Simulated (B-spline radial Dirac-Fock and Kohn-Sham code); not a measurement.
## Dipole and non-dipole photoemission parameters of Pr²⁺ 5s

System: the Pr²⁺ ion, configuration [Xe] 4f3; threshold 56.53 eV (orbital energy of the model). Level of theory: Dirac-Hartree-Slater photoionisation with a Latter tail; cross sections with all multipoles, angular parameters from the dipole term and its interference with E2; a radial atomic solver.

Input of the calculation (task.json; shells as n, l, electrons):

```json
{"items": [{
  "Z": 59,
  "q": 2,
  "cfg": [[1, 0, 2], [2, 0, 2], [2, 1, 6], [3, 0, 2], [3, 1, 6], [3, 2, 10], [4, 0, 2], [4, 1, 6], [4, 2, 10], [4, 3, 3], [5, 0, 2], [5, 1, 6]],
  "A": 141,
  "rrms": 4.8919,
  "do": "xps",
  "hv": [51.7, 60, 71.9, 80.4, 83.1, 114.0, 150, 234.0, 268.0, 319.0, 321.0, 324.0, 356.0, 400, 600, 672.0, 844.0, 905.0, 961.0, 993.0, 2000, 2984.4, 3260.0, 3970.0, 7040.0, 7950.0, 9251.7, 11700.0, 15000]
}]}
```

Command: `python xray2_run.py task.json out`

For linearly polarised light dσ/dΩ = σ/(4π) [1 + β P₂(cos θ) + (δ + γ cos²θ) sin θ cos φ], with θ from the polarisation vector and φ the angle between the beam and the projection of the electron momentum on the plane normal to the polarisation.

```tsv
hν (eV)	σ (kb)	β	γ
71.9	131	1.743	-0.104
80.4	128	1.794	-0.017
83.1	129	1.808	-0.004
114	116	1.887	0.131
150	89.9	1.918	0.217
234	53.2	1.942	0.290
268	44.8	1.948	0.306
319	35.5	1.953	0.326
321	35.2	1.953	0.327
324	34.8	1.953	0.328
356	?	?	?
400	25.8	1.959	0.340
600	14.2	1.967	0.325
672	12.0	1.968	0.315
844	8.35	1.971	0.281
905	7.46	1.972	0.268
961	6.77	1.973	0.256
993	6.42	1.973	0.248
2000	1.93	1.979	0.046
2984.4	0.932	1.981	-0.068
3260	0.792	1.982	-0.087
3970	0.546	1.983	-0.115
7040	0.179	1.984	-0.028
7950	0.140	1.984	0.032
9251.7	0.103	1.984	0.132
11700	0.0628	1.984	0.348
15000	0.0368	1.984	0.655
```

Question: Give the values at 356 eV.

Answer: σ = 30.5 kb, β = 1.956, γ = 0.335. For an s subshell δ is negligible.
